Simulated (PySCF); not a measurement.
## Electronic structure of Co (cobalt, neutral) at the UHF level

Configuration: [Ar] 3d7 4s1 5s1, high-spin 6F determinant (an excited configuration). Calculation: PySCF 2.14, in aug-cc-pVQZ; the non-relativistic Hamiltonian (point nucleus).

```json
{"Total energy": "-1381.270896 hartree", "One-electron energy": "-1909.2684 hartree", "Hartree (Coulomb) energy": "585.9620 hartree", "Exchange energy": "-57.9645 hartree", "Kinetic energy": "1381.31131 hartree", "⟨S²⟩": "8.7527", "⟨L²⟩": "12.031", "Sum of ⟨r⟩": "26.66 bohr", "Sum of ⟨r²⟩": "101.5 bohr²", "Density at the nucleus (Gaussians lack the cusp)": "13300 bohr⁻³", "Spin density at the nucleus": "5.34 bohr⁻³", "Langevin diamagnetic susceptibility": "-80.4 ×10⁻⁶ cm³/mol"}
```

```
shell  electrons  mean orbital energy (eV)  spread (eV)  rms radius, mean of both spins (bohr)
 1s α          1                   -7707.4            0                                 0.0659
 1s β          1                   -7707.2            0                                 0.0659
 2s α          1                   -954.89            0                                  0.279
 2s β          1                   -951.98            0                                  0.279
 2p α          3                   -825.63            0                                  0.250
 2p β          3                   -822.89            0                                  0.250
 3s α          1                   -131.73            0                                  0.840
 3s β          1                   -123.77            0                                  0.840
 3p α          3                   -91.164            0                                  0.894
 3p β          3                   -81.887            0                                  0.894
 3d α          5                   -24.282        1.485                                   1.15
 3d β          2                   -20.578            0                                   1.15
 4s α          1                   -12.090            0                                   2.93
 5s α          1                    -2.443            0                                   8.78
```

The outer electron is Rydberg-like, and this basis confines it to a smaller radius and binds it less than a complete one would.

Spin-orbit constants ζ (cm⁻¹) from the X2C one-electron operator on these orbitals (non-relativistic here): bare nucleus, nucleus screened by l(l+1)(2l+1)/3 electrons, and screened by the Breit-Pauli mean field of the electrons.

```csv
shell,bare,screened nucleus,mean field
2p,80180,74240,n/a
3p,9750,9028,n/a
3d,952.6,599.8,n/a
```

To first order the Landé constant is A = -120.0 cm⁻¹, so the lowest level has J = 11/2 and lies 0.112 eV below the centre of the term. This holds in LS coupling only.
